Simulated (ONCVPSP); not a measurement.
# Tc: one change to an ONCV potential, before and after

ONCVPSP 4.0.1 input, shortened (lines: element, Z, core and valence counts, functional; n l f; lmax; l rc ep ncon nbas qcut; lloc lpopt rc5 dvloc0; l nproj debl; icmod fcfact rcfact), PBE, scalar-relativistic:

```
  Tc 43.00    7    3        4      upf
    1    0    2.00
    2    0    2.00
    2    1    6.00
    3    0    2.00
    3    1    6.00
    3    2   10.00
    4    0    2.00
    4    1    6.00
    4    2    5.00
    5    0    2.00
    3
    0    2.85    0.00    3    7    2.50
    1    1.30    0.00    3    7    5.40
    2    1.95    0.00    4    8    8.10
    3    2.60    0.30    4    7    4.10
    4    5    0.95    0.00
    0    3    1.70
    1    2    1.90
    2    3    1.00
    3    2    1.80
    0    0.00    0.00
```

Change: all radii scaled by about 0.88 (s 2.52, p 1.14, d 1.72, f 2.30 bohr); local potential polynomial inside 0.84 bohr (lpopt 5, dvloc0 0 Ha).

Cutoffs: the cutoffs (Ha) at which the residual kinetic energy of the hardest occupied pseudo-wave falls to 1 and 0.1 mHa per electron; they do not see the model core or the augmentation charge, which bear on the density cutoff. Errors are all-electron minus pseudo energies relative to the spin-unpolarised reference configuration.

Problem. How do hardness, ghosts and transferability respond?

Solution. The potential gets harder (33 Ha and 102 Ha → 111 Ha and 176 Ha); both files keep a bound ghost (s); of the 4 tests that both files solve, the error grows in 1 and shrinks in 1 by more than 15 % and 0.3 meV (median size 13.9 → 16.0 meV). A smaller radius makes the pseudo-wave follow the all-electron one further in, where it bends more sharply, so more plane waves are needed.

```tsv
quantity	base	changed
cutoff, loose	33 Ha	111 Ha
cutoff, tight	102 Ha	176 Ha
loose cutoff by channel	s 2.6 Ha, p 33 Ha, d 21 Ha	s 2.9 Ha, p 111 Ha, d 22 Ha
bound ghosts	s	s
GHOST(+) flags under 300 eV	f at 25.8 eV, s at 121.0 eV	f at 40.9 eV, s at 108.7 eV
error for 4p6 4d5 5s1, meV [ΔE 8.15 eV]	-6.3	-6.1
error for 4p6 4d5 5s0, meV [ΔE 23.01 eV]	-32	-26
error for 4p6 4d4 5s0, meV [ΔE 51.71 eV]	+21	+68
error for 4p6 4d5 5s1 5p1, meV [ΔE 3.75 eV]	-6.4	-5.9
```

 A true bound ghost makes a file unfit for plane-wave use even where its test errors are small: the radial tests pick states by their node count and pass the ghost by.
